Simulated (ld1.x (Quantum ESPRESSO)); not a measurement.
## What one change does to a pseudopotential (Sb (Z = 51), TM)

```json
{
  "Element": "antimony (Sb)",
  "Generator": "ld1.x (Quantum ESPRESSO) 7.5",
  "Type": "norm-conserving Troullier–Martins (Kleinman–Bylander form)",
  "Functional": "PBE",
  "Relativity": "scalar-relativistic",
  "Frozen core": "[Kr] 4d10",
  "Valence charge": "5",
  "Reference configuration": "5s2 5p3",
  "Partial waves": "5s (bound): rc 1.95 bohr; 5p (bound): rc 2.55 bohr",
  "Local potential": "all-electron potential smoothed inside 2.35 bohr (lloc = -1)",
  "Core correction": "Bessel-smoothed model core inside 1.80 bohr"
}
```

All-electron outer shells of the reference configuration (PBE, scalar-relativistic, ld1.x):

```csv
shell,level (eV),outermost node (bohr),outermost maximum (bohr)
4p,-101.79,0.39,0.76
4d,-33.51,0.38,0.84
5s,-12.83,0.95,1.90
5p,-4.83,1.04,2.35
```

Change: all radii but the core radius scaled by about 0.88 (s 1.72, p 2.24 bohr); local potential all-electron potential smoothed inside 2.08 bohr (lloc = -1).

Cutoffs: the cutoffs (Ry, on a coarse ladder) from which the occupation-weighted sum of valence levels, in a spherical-Bessel basis at the reference potential, stays within 10 and 1 mRy of its value at 400 Ry; they do not see the model core or the augmentation charge, which bear on the density cutoff. Errors are all-electron minus pseudo energies relative to the spin-unpolarised reference configuration.

What does the change do?

The potential gets harder (25 Ry and 35 Ry → 25 Ry and 50 Ry); of the 7 tests that both files solve, the error grows in 1 and shrinks in 3 by more than 15 % and 0.3 meV (median size 17.9 → 19.2 meV); neither file shows a bound ghost. A smaller radius makes the pseudo-wave follow the all-electron one further in, where it bends more sharply, so more plane waves are needed.

| quantity | base | changed |
| --- | --- | --- |
| cutoff, loose | 25 Ry | 25 Ry |
| cutoff, tight | 35 Ry | 50 Ry |
| loose cutoff by channel (10 mRy a level) | s 12 Ry, p 6 Ry | s 12 Ry, p 8 Ry |
| bound ghosts | none | none |
| error for 5s2 5p2, meV [ΔE 8.32 eV] | -4.4 | -3.6 |
| error for 5s2 5p1, meV [ΔE 24.28 eV] | -33 | -27 |
| error for 5s2 5p0, meV [ΔE 48.70 eV] | -141 | -114 |
| error for 5s1 5p0, meV [ΔE 92.99 eV] | -475 | -417 |
| error for 5s1 5p3, meV [ΔE 17.05 eV] | -18 | -19 |
| error for 5s2 5p2.5, meV [ΔE 3.26 eV] | -1.0 | -0.9 |
| error for 5s1 5p4, meV [ΔE 8.11 eV] | -9.1 | -12 |
